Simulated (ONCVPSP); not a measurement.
What one change does to a pseudopotential (iron, ONCV)

ONCVPSP 4.0.1 input, shortened (lines: element, Z, core and valence counts, functional; n l f; lmax; l rc ep ncon nbas qcut; lloc lpopt rc5 dvloc0; l nproj debl; icmod fcfact rcfact), PBEsol, scalar-relativistic:

```
  Fe 26.00    3    3  -116133      upf
    1    0    2.00
    2    0    2.00
    2    1    6.00
    3    0    2.00
    3    1    6.00
    3    2    6.00
    2
    0    0.95    0.00    4    9   12.90
    1    0.95    0.00    4    9    9.00
    2    1.00    0.00    4    8   12.70
    4    3    0.65    2.00
    0    3    2.90
    1    1    1.40
    2    1    1.70
    0    0.00    0.00
```

In the s channel the program set the typed energies aside and used -4.122, 0.250, 3.150 Ha.

Change: all radii scaled by about 1.22 (s 1.16, p 1.16, d 1.22 bohr); local potential polynomial inside 0.80 bohr (lpopt 3, dvloc0 2 Ha).

Cutoffs: the cutoffs (Ha) at which the residual kinetic energy of the hardest occupied pseudo-wave falls to 1 and 0.1 mHa per electron; they do not see the model core or the augmentation charge, which bear on the density cutoff. Errors are all-electron minus pseudo energies relative to the spin-unpolarised reference configuration.

Predict the effect on cutoff, ghosts and configuration errors.

The potential gets softer (74 Ha and 146 Ha → 63 Ha and 71 Ha); of the 4 tests that both files solve, the error grows in 4 and shrinks in 0 by more than 15 % and 0.3 meV (median size 4.1 → 6.5 meV); neither file shows a bound ghost. A larger radius leaves more room for a smooth pseudo-wave, so fewer plane waves are needed. More of the atom is replaced by a form fitted at one configuration, so other configurations suffer.

| quantity | base | changed |
| --- | --- | --- |
| cutoff, loose | 74 Ha | 63 Ha |
| cutoff, tight | 146 Ha | 71 Ha |
| loose cutoff by channel | s 60 Ha, p 32 Ha, d 74 Ha | s 50 Ha, p 32 Ha, d 63 Ha |
| bound ghosts | none | none |
| GHOST(+) flags under 300 eV | none | none |
| error for 3s2 3p6 3d6 4s2, meV [ΔE -24.86 eV] | +3.5 | +4.9 |
| error for 3s2 3p6 3d6 4s1, meV [ΔE -16.12 eV] | +1.7 | +2.2 |
| error for 3s2 3p6 3d5, meV [ΔE 34.19 eV] | +4.7 | +8.0 |
| error for 3s1 3p6 3d6 4s2, meV [ΔE 76.77 eV] | -26 | -67 |
